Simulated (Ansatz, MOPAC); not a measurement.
Reaction (SMILES): CB(I)I -> IB([CH2])I + H atom (the C-H bond breaks)

Wanted: bond dissociation energy (enthalpy at 298 K), in kcal/mol. Set-up: def2 sets with scalar-relativistic core potentials past Kr; no dispersion term unless named; no spin-orbit coupling; UHF or UKS for open shells; LANL2DZ with its own core potentials from Na on. Ab initio and DFT rows: single points at B3LYP-D3(BJ) geometries (Ansatz, a first-principles code), with unscaled harmonic terms from B3LYP/6-31G* (LANL2DZ past Ar) (Ansatz) at its own minima. Semi-empirical rows: MOPAC heats of formation at their own minima for 298 K.

```
species     coefficient  E at B3LYP/LANL2DZ (Ansatz), Eh  E at B3LYP/def2-TZVPD (Ansatz), Eh  H(298 K) - E, kcal/mol  heat of formation at PM6 (MOPAC), kcal/mol
----------  -----------  -------------------------------  ----------------------------------  ----------------------  ------------------------------------------
CB(I)I               -1                        -87.57616                          -660.45677                   30.25                                        0.14
[CH2]B(I)I           +1                        -86.92114                          -659.79999                   22.22                                       36.82
H atom               +1                         -0.49891                            -0.50215                    1.48                                       52.10
```

 1 Eh = 627.5095 kcal/mol.

Problem. Compute it at each level from the table.

Solution. 
- B3LYP/LANL2DZ: the sum of coefficient times E is 0.15611 Eh, or 97.96 kcal/mol; the thermal terms add -6.55. Result: 91.4 kcal/mol.
- B3LYP/def2-TZVPD: the sum of coefficient times E is 0.15463 Eh, or 97.03 kcal/mol; the thermal terms add -6.55. Result: 90.5 kcal/mol.
- PM6: the sum of coefficient times heat of formation is 88.78 kcal/mol; it needs no thermal term.
